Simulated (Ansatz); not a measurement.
`BN([SiH3])C(C)C`. The species carries charge 0 and has multiplicity 1. The structure was optimised at the PBE0-D4/def2-TZVP level. It is one conformer, not always the lowest.

```xyz
18

B     0.586    1.754   -0.230
N     0.675    0.363   -0.148
Si    2.179   -0.497   -0.355
C    -0.499   -0.496    0.123
C    -1.084   -0.205    1.494
C    -1.533   -0.375   -0.982
H     1.579    2.385   -0.451
H    -0.467    2.308   -0.083
H     2.472   -1.294    0.868
H     3.270    0.469   -0.615
H     2.054   -1.456   -1.487
H    -0.142   -1.535    0.130
H    -0.328   -0.321    2.273
H    -1.466    0.818    1.537
H    -1.910   -0.887    1.711
H    -2.364   -1.061   -0.805
H    -1.093   -0.611   -1.953
H    -1.930    0.641   -1.024
```

Problem. What is the dipole moment at ωB97M-V/def2-TZVPP? (Best estimate.)

Solution. The calculation gave: 1.57 D, with components (-0.77, -1.35, 0.24) D in this frame, pointing from negative to positive charge.

Problem. And with PBE, r2SCAN, B3LYP? (Best estimate.)

Solution. Ansatz gave: PBE 1.67 D, r2SCAN 1.62 D, B3LYP 1.58 D.

Problem. Give the Mulliken charges with ωB97M-V, B3LYP, r2SCAN in def2-TZVPP. (An estimate is asked.)

Solution. Computed: 
| atom | ωB97M-V | B3LYP | r2SCAN |
| --- | --- | --- | --- |
| B1 | -0.17 | -0.14 | -0.08 |
| N2 | -0.18 | -0.12 | -0.15 |
| Si3 | 0.20 | 0.30 | 0.33 |
| C4 | -0.06 | 0.11 | 0.17 |
| C5 | -0.28 | -0.26 | -0.17 |
| C6 | -0.28 | -0.26 | -0.17 |
| H7 | 0.06 | 0.02 | -0.01 |
| H8 | 0.06 | 0.01 | -0.02 |
| H9 | -0.03 | -0.07 | -0.08 |
| H10 | -0.01 | -0.06 | -0.06 |
| H11 | -0.03 | -0.07 | -0.08 |
| H12 | 0.07 | 0.04 | 0.00 |
| H13 | 0.11 | 0.09 | 0.05 |
| H14 | 0.11 | 0.09 | 0.06 |
| H15 | 0.10 | 0.08 | 0.04 |
| H16 | 0.10 | 0.08 | 0.04 |
| H17 | 0.11 | 0.09 | 0.05 |
| H18 | 0.11 | 0.09 | 0.06 |

B3LYP here is the variant with VWN-RPA as its local correlation; programs differ in this.
